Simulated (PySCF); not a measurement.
**Electron correlation in Au⁺ (gold, charge +1)**

[Xe] 4f14 5d10, closed-shell 1S. All numbers are calculated (PySCF 2.14, scalar relativity through the core potential, in def2-SVP with the def2 core potential (60 electrons)). Frozen: 5s2 5p6; 10 electrons correlated.

Total MP2 correlation energy: -208.17 mhartree.

Same-spin part -73.79 and opposite-spin part -134.38 mhartree; SCS-MP2 scales them by 1/3 and 6/5 to -185.85 mhartree.

| level | correlation energy (mhartree) |
| --- | --- |
| CCSD | -201.90 |
| (T) | -2.99 |
| CCSD(T) | -204.89 |

Diagnostics: T1 = 0.0066, D1 = 0.0093, largest double amplitude 0.024.

Cost of the coupled-cluster step: 0.16 s of wall time on 1 thread of Neoverse-V1 (shared host), for 10 correlated electrons.

Iterations:

```
CC2 = 0
CCSD nocc = 5, nmo = 28
frozen orbitals [0, 1, 2, 3]
max_cycle = 100
direct = 0
conv_tol = 1e-08
conv_tol_normt = 1e-06
diis_space = 8
diis_start_cycle = 0
Init t2, MP2 energy = -134.71060854601  E_corr(MP2) -0.208170940659274
Init E_corr(CCSD) = -0.208170940685803
cycle = 1  E_corr(CCSD) = -0.199692578603979  dE = 0.00847836208  norm(t1,t2) = 0.0250965
cycle = 2  E_corr(CCSD) = -0.201648582922688  dE = -0.00195600432  norm(t1,t2) = 0.00714348
cycle = 3  E_corr(CCSD) = -0.201779549242718  dE = -0.00013096632  norm(t1,t2) = 0.0030665
cycle = 4  E_corr(CCSD) = -0.201918161720927  dE = -0.000138612478  norm(t1,t2) = 0.00104442
cycle = 5  E_corr(CCSD) = -0.201903854613333  dE = 1.43071076e-05  norm(t1,t2) = 0.000178573
cycle = 6  E_corr(CCSD) = -0.201900962754078  dE = 2.89185925e-06  norm(t1,t2) = 1.5876e-05
cycle = 7  E_corr(CCSD) = -0.201901407967755  dE = -4.45213677e-07  norm(t1,t2) = 3.06996e-06
cycle = 8  E_corr(CCSD) = -0.201901508915953  dE = -1.00948197e-07  norm(t1,t2) = 4.08045e-07
cycle = 9  E_corr(CCSD) = -0.201901494285251  dE = 1.46307011e-08  norm(t1,t2) = 6.2673e-08
cycle = 10  E_corr(CCSD) = -0.20190149374971  dE = 5.35541278e-10  norm(t1,t2) = 5.10061e-09
CCSD converged
E(CCSD) = -134.7043390991004  E_corr = -0.2019014937497102
CCSD(T) correction = -0.00299391590912649
```
